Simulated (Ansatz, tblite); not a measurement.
Cost and result up the ladder for `FC(F)(F)c1cc2sc(-c3cc4sc(-c5cc6sc(-c7cc8sc(-c9cc%10sc(-c%11cc%12sc(C(F)(F)F)cc%12s%11)cc%10s9)cc8s7)cc6s5)cc4s3)cc2s1` (68 atoms). Total charge 0; singlet. Geometry: r2SCAN-D4/def2-SVP.

```xyz
68

F    11.792   15.413    1.241
C    12.397   14.229    1.029
F    13.094   14.321   -0.115
F    13.281   14.069    2.031
C    11.418   13.108    0.955
C    11.306   12.185   -0.063
C    10.277   11.255    0.215
S     9.607    9.882   -0.605
C     8.450    9.617    0.699
C     7.518    8.525    0.612
C     7.398    7.571   -0.392
C     6.355    6.661   -0.125
S     5.692    5.281   -0.940
C     4.507    5.039    0.343
C     3.571    3.953    0.255
C     3.521    2.928   -0.685
C     2.450    2.046   -0.438
S     1.842    0.610   -1.199
C     0.554    0.469   -0.003
C    -0.385   -0.613   -0.085
C    -0.393   -1.691   -0.967
C    -1.491   -2.545   -0.735
S    -2.075   -4.014   -1.450
C    -3.437   -4.068   -0.331
C    -4.391   -5.138   -0.410
C    -4.383   -6.249   -1.248
C    -5.504   -7.076   -1.025
S    -6.083   -8.565   -1.699
C    -7.493   -8.546   -0.644
C    -8.474   -9.599   -0.699
C    -9.535   -9.807    0.176
C   -10.297  -10.937   -0.194
S   -11.705  -11.720    0.447
C   -11.641  -12.917   -0.825
C   -12.650  -14.014   -0.867
F   -13.909  -13.540   -0.855
F   -12.546  -14.843    0.189
F   -12.497  -14.752   -1.977
C   -10.595  -12.734   -1.703
C    -9.829  -11.601   -1.340
S    -8.428  -10.806   -1.980
C    -7.500   -7.434    0.193
C    -6.376   -6.614   -0.024
S    -5.799   -5.125    0.653
C    -3.426   -2.990    0.550
C    -2.329   -2.138    0.317
S    -1.749   -0.668    1.031
C     0.604    1.496    0.936
C     1.673    2.380    0.685
S     2.278    3.816    1.446
C     4.628    5.994    1.348
C     5.670    6.905    1.079
S     6.330    8.286    1.892
C     8.586   10.556    1.715
C     9.620   11.477    1.435
S    10.280   12.854    2.256
H    11.940   12.200   -0.950
H     8.044    7.547   -1.272
H     4.240    2.834   -1.501
H     0.371   -1.838   -1.732
H    -3.594   -6.439   -1.977
H    -9.726   -9.174    1.043
H   -10.411  -13.390   -2.554
H    -8.296   -7.234    0.911
H    -4.185   -2.845    1.321
H    -0.105    1.582    1.761
H     3.989    6.011    2.233
H     7.959   10.562    2.608
```

Ansatz on 11 threads of AMD EPYC 7R13 on a shared host and a whole NVIDIA H100 80GB HBM3; xTB runs through tblite on one thread. Times are rough, summed over both states, and most runs start from the orbitals of an earlier one. PBE0-D4/def2-TZVP serves as the yardstick here, not as an exact answer. The other state is a doublet.

The xTB rows come from tblite. B3LYP takes the VWN-RPA correlation. Single mean-field runs in def2-TZVP are fitted with def2-universal-jkfit.

Raw xTB energies of ions are shifted by several eV.

```csv
level,functions,wall time,vertical IE (eV),difference from PBE0-D4/def2-TZVP (eV)
GFN1-xTB,308,1.4 s,11.59,5.52
GFN2-xTB,296,1.5 s,11.18,5.12
PBE-D4/def2-TZVP (with forces),1880,28 s,5.75,-0.32
B3LYP-D4/def2-TZVP,1880,44 s,5.99,-0.08
PBE0-D4/def2-TZVP,1880,50 s,6.07,0.00
```
